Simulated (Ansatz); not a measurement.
Z-matrix (Å, degrees):
```
C
C 1 1.498
H 1 1.090 2 110.0
H 1 1.090 2 109.7 3 120.1
H 1 1.091 2 109.5 3 -120.0
F 2 1.371 1 109.6 3 -177.6
O 2 1.406 1 108.6 3 64.4
H 2 1.093 1 113.1 3 -58.2
C 7 1.355 2 117.0 1 -148.2
F 9 1.357 7 111.0 2 64.9
F 9 1.348 7 112.2 2 -53.5
H 9 1.091 7 108.6 2 -175.0
```

Charge 0, multiplicity 1.

Problem. List the B3LYP/def2-TZVPP orbital energies in eV (Ansatz). (Estimate.)

Solution. Computed: Occupied: -672.33, -672.33, -671.59, -522.05, -282.87, -280.82, -277.13, -35.08, -33.28, -33.17, -29.84, -21.79, -19.49, -17.63, -16.33, -16.02, -15.82, -14.51, -13.45, -13.04, -12.21, -11.67, -11.65, -11.47, -11.29, -10.96, -10.26, -9.65, -9.52. Lowest empty: 1.16, 1.74, 1.94, 2.55, 2.72, 3.02, 3.09, 3.49.

B3LYP here is the variant with VWN-RPA as its local correlation; programs differ in this.
